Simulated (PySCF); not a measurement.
Distorted geometries of [Tl(SH)4]−

[Tl(SH)4]− (singlet). PySCF 2.14.0, RKS r2SCAN, Tl def2-SVP with ECP60, S def2-SVP, H def2-SVP; non-relativistic Hamiltonian with scalar-relativistic core potentials where named; density fitting; no spin-orbit coupling. Relaxed geometry:

```xyz
9

Tl    0.0000    0.0000    0.5281
S     2.5750    0.4959    0.5308
H     2.8805   -0.8144    0.6693
S    -0.4959    2.5750    0.5308
H     0.8144    2.8805    0.6693
S    -2.5750   -0.4959    0.5308
H    -2.8805    0.8144    0.6693
S     0.4959   -2.5750    0.5308
H    -0.8144   -2.8805    0.6693
```

Problem. Order these distorted geometries by energy above the relaxed one, lowest first.
A.
```xyz
9

Tl   -0.0306   -0.0217    0.5362
S     2.5962    0.4512    0.4855
H     2.9650   -0.8271    0.5901
S    -0.5359    2.5627    0.5242
H     0.8683    2.9197    0.6258
S    -2.5528   -0.4078    0.5449
H    -2.9083    0.7985    0.7243
S     0.4697   -2.6087    0.5669
H    -0.8717   -2.8669    0.7306
```
B.
```xyz
9

Tl   -0.0134   -0.0138    0.5375
S     2.6618    0.4562    0.5713
H     2.7759   -0.7560    0.5899
S    -0.3341    2.6479    0.5894
H     0.8179    2.8519    0.7337
S    -2.6197   -0.4533    0.5453
H    -2.8548    0.8999    0.6467
S     0.4049   -2.6087    0.4342
H    -0.8384   -3.0241    0.6806
```
C.
```xyz
9

Tl    0.0965   -0.1467    0.6208
S     2.5203    0.2353    0.4571
H     2.7651   -0.7662    0.8198
S    -0.4106    2.8051    0.4755
H     0.8681    2.5134    0.6941
S    -2.3309   -0.3123    0.3745
H    -3.0521    1.1169    0.8171
S     0.3752   -2.5654    0.6819
H    -0.8316   -2.8801    0.3878
```

Solution. A (0.27 eV), B (0.93 eV), C (3.13 eV).

Problem. Which forces (eV/Å) act in the one that lies 3.13 eV up?

Solution. 
```
Tl   -0.64   2.46  -0.10
S    -2.00  13.12  -4.54
H     3.00 -12.75   4.52
S    -0.06  -0.78   0.04
H     0.68   0.36   0.13
S    -3.18   2.42   0.87
H     1.99  -3.05  -1.04
S     2.34  -1.31   0.51
H    -2.15  -0.46  -0.38
```
Forces carry noise of the integration grid, about 0.01 to 0.03 eV/Å.

No frequency check is given that shows the relaxed geometry to be a minimum.
